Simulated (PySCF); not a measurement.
**From computed data to an observable: entropy of an ideal gas**

BrH₄NO₂Si, SMILES [Si](O)(O)(N)Br.

Geometry optimised at PBE-D3(BJ)/def2-SVP. This is a generated structure with no PubChem entry under its InChIKey; it may be hypothetical. Other conformers were not sampled.

PBE-D3(BJ)/def2-SVP (PySCF 2.14.0) gives the harmonic wavenumbers 153, 175, 215, 249, 258, 294, 314, 383, 415, 458, 762, 784, 827, 863, 925, 959, 1486, 3497, 3595, 3734, 3765 cm⁻¹ and the rotational temperatures 0.1811, 0.0715, 0.0700 K. The molar mass is 158.03 g/mol, the symmetry number 1, the spin multiplicity 1.

Q: Work out the entropy at 298.15 K and 1 atm in the rigid-rotor, harmonic-oscillator model.

A: 
Translation (Sackur–Tetrode at 1 atm): S = R[1.5 ln M + 2.5 ln T − 1.16487] = 171.9 J/(mol K).
Rotation: q = (√π/σ) T^1.5/√(θA θB θC) = 303000, S = R[ln q + 3/2] = 117.4 J/(mol K).
Vibration: with u = 1.4388 ν/T, each mode gives R[u/(e^u − 1) − ln(1 − e^−u)]:
```csv
ν (cm⁻¹),modes,u,S (J/(mol K))
153,1,0.74,11.02
175,1,0.84,9.96
215,1,1.04,8.37
249,1,1.20,7.27
258,1,1.25,7.01
294,1,1.42,6.07
314,1,1.52,5.61
383,1,1.85,4.30
415,1,2.00,3.80
458,1,2.21,3.23
762,1,3.68,1.01
784,1,3.78,0.92
827,1,3.99,0.78
863,1,4.16,0.68
925,1,4.46,0.53
959,1,4.63,0.46
1486,1,7.17,0.05
```
The stiffer modes add less than 0.005 each. Sum 71.1 J/(mol K).
Spin: R ln 1 = 0.0 J/(mol K).
Total 360.4 J/(mol K); the program's own thermochemistry gives 360.4. Translation makes up 48 % and vibration 20 %. Anharmonicity, hindered rotation and orbital degeneracy are left out.
